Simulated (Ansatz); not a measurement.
GeHO (SMILES [OH+]=[Ge]) moved off its minimum; all values from Ansatz (an electronic-structure program), cores frozen in correlated methods.
(charge 1, multiplicity 1)
```xyz
3

O      0.05863    -0.15485    -1.29984
Ge    -0.05531    -0.00929     0.26645
H     -0.04444     0.06694    -2.17428
```

Forces at PBE/def2-TZVPP (eV/Å):

```json
[
 {"atom": "O1", "Fx": "0.701", "Fy": "-1.207", "Fz": "-1.718"},
 {"atom": "Ge2", "Fx": "-0.349", "Fy": "0.412", "Fz": "5.653"},
 {"atom": "H3", "Fx": "-0.352", "Fy": "0.795", "Fz": "-3.935"}
]
```

Problem. Give the forces (eV/Å), the total energy and the dipole at CCSD(T)/aug-cc-pVTZ.

Solution. 
```
atom      Fx      Fy      Fz
----  ------  ------  ------
O1     0.650  -1.108  -1.890
Ge2   -0.337   0.401   5.368
H3    -0.313   0.707  -3.478
```
Energy -2150.9673 hartree.
